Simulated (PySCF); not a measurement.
How methods differ on the excitation energy of Mg

Mg [Ne] 3s2 (1S) → Mg [Ne] 3d2 (3F), as a difference of total energies. Calculation: PySCF 2.14, in aug-cc-pCVDZ; no relativity, point nucleus. Correlated levels: valence and next inner shell: 1s2 frozen. The calculations carry no spin-orbit coupling.

```
                                method  excitation energy (eV)
                                   UHF                  13.993
    MP2 (valence and next inner shell)                  14.700
SCS-MP2 (valence and next inner shell)                  14.790
   CCSD (valence and next inner shell)                  14.955
CCSD(T) (valence and next inner shell)                  14.975
```

**Question.** How much does correlation contribute at CCSD(T) (valence and next inner shell)?

**Answer.** 14.975 − (13.993) = 0.982 eV, measured against UHF.

The upper state lies above the first ionisation limit, where it may autoionise and the basis confines it.

The promoted electron is Rydberg-like, and one or two diffuse shells describe it only roughly, which tends to raise the upper state.
